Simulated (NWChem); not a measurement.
**Correlation energy of HB**

```
B
H 1 1.2523
```
Charge 0, spin multiplicity 1.

Program: NWChem. The geometry was optimised at PBE0/def2-SVP, a minimum by its harmonic frequencies.

Basis set: def2-SVP. Each correlation energy counts from its own Hartree-Fock reference.

The correlated methods keep 1 core orbital frozen. The structure started from a generated list of species. No row is a measurement; the coupled-cluster row has its own basis-set and correlation limits.

Question: One of these methods gave a correlation energy of -68.7 mHa. Which?
A) MP2
B) SCS-MP2
C) CR-CCSD(T)

Answer: B, SCS-MP2. The others give -87.8 (CR-CCSD(T)), -59.9 (MP2).
